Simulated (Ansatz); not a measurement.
`N[SiH](N)[GeH3]` + `CNCCN` → `NC[SiH](N)N` + `CN[CH2][GeH3]`  (formal exchange of groups at the Si–Ge bond)

Program: Ansatz. Geometries: PBE0-D4/def2-TZVP. ΔE: electronic, gas phase. CBS: MP2 limit from def2 TZ/QZ plus the TZ coupled-cluster correction, frozen cores. DFT in def2-TZVPP. For Ge outer-core shells are correlated without core-valence functions, which leaves a few kJ/mol of doubt a bond. Scalar relativity is left out up to krypton. Each species was taken in one conformer, which may not be the lowest.

| level | ΔE (eV) |
| --- | --- |
| r2SCAN-D4 | 0.24 |
| ωB97X-V | 0.22 |
| ωB97M-V | 0.19 |
| SCS-MP2/def2-TZVPP | 0.16 |

(1) What does CCSD(T)/CBS give? (Estimate.)

Largest T1 diagnostic among the species: 0.011.

## Answers

(1) Computed: +0.19 eV. The listed levels differ from it by 0.05, 0.03, 0.00, -0.03 eV.

In def2-TZVPP, CCSD(T) changes the Hartree–Fock value by −0.04 eV (the triples alone add −0.00 eV) and MP2 by −0.08 eV.
